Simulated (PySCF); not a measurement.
CH₄F₂Si, singlet, geometry from GFN2-xTB. Base run: PySCF with DF-PBE/cc-pV(D+d)Z.

The PySCF input:
```python
from pyscf import gto, scf, dft

mol = gto.Mole()
mol.atom = '''
    Si    0.174745   -0.050904    0.334554
    C    -1.699071   -0.210822    0.267634
    F     0.844114   -1.048963   -0.722743
    F     0.619736    1.376669   -0.236473
    H     0.849145   -0.241475    1.596353
    H    -2.026588   -1.200181    0.573738
    H    -2.184948    0.511764    0.916934
    H    -2.064267   -0.041872   -0.743638
'''
mol.basis = 'cc-pv(d+d)z'
mol.charge = 0
mol.spin = 0
mol.verbose = 4
mol.max_memory = 1800
mol.build()

mf = dft.RKS(mol)
mf.xc = 'pbe'
mf = mf.density_fit(auxbasis='def2-universal-jkfit')
mf.kernel()
```

All variants below ran on the same shared machine, one core each. Differences are taken from the largest basis of the cc-pV(X+d)Z family in the series, which isn't the basis-set limit (cc-pV(Q+d)Z: -529.570749 Eh). The cheapest run took about 11 core-seconds (a rough figure).

| setting | basis functions | cost, times the cheapest (rough) | difference in total energy (mEh) |
|---|---|---|---|
| cc-pV(D+d)Z | 85 | 1 | 145.95 |
| cc-pV(T+d)Z | 185 | 2 | 29.04 |
| cc-pV(Q+d)Z | 349 | 5 | reference |

Times come from a shared machine, hold the start-up and are rough. Total energies converge more slowly with the basis than energy differences do.
